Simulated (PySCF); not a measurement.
# One molecule, several mistakes: AlBCH7Si

These are calculations, not measurements. The program is PySCF 2.14.0, an open-source quantum chemistry code, run on an isolated molecule that a program drew, which may never have been made. The molecule is AlBCH7Si (charge 0, doublet), drawn as the SMILES string `[CH3][AlH][BH][SiH2]`.

Each row is a Hartree-Fock (HF) and frozen-core CCSD(T) single point in the cc-pV(D+d)Z basis, meant for a local HF minimum. Run 1 is clean. Each other run has one planted mistake out of seven kinds, and not every kind appears here: one electron removed, one electron added, multiplicity raised by two, geometry at a saddle point, minimal basis STO-3G, one bond length entered in bohr, all coordinates scaled. The reference is restricted for singlets and unrestricted otherwise, and also for a bond in bohr. Adding or removing an electron swaps singlet and doublet. Electrons count all cores. HOMO and LUMO are orbital energies over both spins, the gradient is its largest component, and the lowest frequency (negative if imaginary) is given only where the gradient is small. Bond lengths are over the 10 bonds as drawn. T1 is the CCSD diagnostic: over 0.02 (restricted) or 0.045 (unrestricted) a single reference is doubtful.

Geometry of the clean run:
```xyz
11
AlBCH7Si, angstrom
C    -0.5003    2.9407   -2.2396
Al   -0.2863    1.2801   -1.1966
B    -1.0374    1.0346    0.7948
Si   -0.0657    1.4466    2.4269
H     0.4818    3.3686   -2.4794
H    -1.0820    3.7137   -1.7285
H    -0.9869    2.7354   -3.2012
H     0.4829    0.0740   -1.8967
H    -2.1485    0.6061    0.9820
H    -0.5743    1.2722    3.8043
H     1.3124    1.9834    2.4531
```

| run | electrons | basis functions | <S^2> | HOMO (eV) | LUMO (eV) | gradient (hartree/bohr) | lowest frequency (cm^-1) | mean bond (Å) | longest bond (Å) | T1 | HF (hartree) | CCSD(T) (hartree) | mistake |
|---|---|---|---|---|---|---|---|---|---|---|---|---|---|
| 1 | 45 | 109 | 0.762 | -8.26 | 0.39 | 2.1e-05 | 40 | 1.5104 | 2.142 | 0.0151 | -597.41456 | -597.87383 | no fault |
| 2 | 45 | 109 | 0.760 | -8.40 | 0.37 | 4.1e-02 | - | 1.4333 | 2.033 | 0.0135 | -597.38954 | -597.84525 | all coordinates scaled |
| 3 | 45 | 109 | 3.781 | -5.62 | -0.90 | 3.7e-02 | - | 1.5104 | 2.142 | 0.0169 | -597.29970 | -597.74486 | multiplicity raised by two |
| 4 | 46 | 109 | 0.000 | -1.22 | 5.64 | 3.5e-02 | - | 1.5104 | 2.142 | 0.0171 | -597.42743 | -597.93100 | one electron added |
| 5 | 44 | 109 | 0.000 | -14.48 | -6.67 | 3.9e-02 | - | 1.5104 | 2.142 | 0.0174 | -597.14091 | -597.58012 | one electron removed |
| 6 | 45 | 109 | 1.657 | -7.54 | 0.43 | 4.0e-02 | - | 1.6859 | 3.728 | 0.0393 | -597.31625 | -597.75323 | ? |

**Which mistake was planted in run 6, and what did it cost?**

The mean bond changes by a factor of 1.116 and the longest by 1.740, so the molecule wasn't scaled as a whole. A length L in bohr read as angstrom grows by (1/0.5292 - 1) L = 0.890 L. The 10 bonds together grew by 10 x 0.1755 = 1.755 Å, which gives L = 1.973 Å. That is bond C1-Al2, 1.973 Å in the clean geometry. So the mistake is: one bond length entered in bohr. Subtracting run 1 and multiplying by 627.51 kcal/mol a hartree, the energy moved by 61.7 kcal/mol in HF and 75.7 kcal/mol in CCSD(T).

